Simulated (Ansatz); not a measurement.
Ansatz results at the PBE0-D4/def2-TZVP geometry: LUMO energy (ωB97M-V/def2-TZVPP) 0.92 eV; LUMO energy (PBE/def2-TZVPP) -1.78 eV; LUMO energy (B3LYP/def2-TZVPP) -1.11 eV.

(1) Which molecule gave them?
A. `[SiH3][GeH]([SiH3])[Cl]`
B. `[OH][Ge]([OH])([F])[SiH3]`
C. `[SiH3][GeH2][SiH2]Cl`
D. `C[NH][Ge]([Cl])([NH]C)[NH]C`

Answers

(1) A. The others give `C[NH][Ge]([Cl])([NH]C)[NH]C`: 2.00, -0.45, 0.16; `[SiH3][GeH2][SiH2]Cl`: 1.22, -1.36, -0.70; `[OH][Ge]([OH])([F])[SiH3]`: 1.55, -1.09, -0.47.

B3LYP here is the variant with VWN-RPA as its local correlation; programs differ in this.
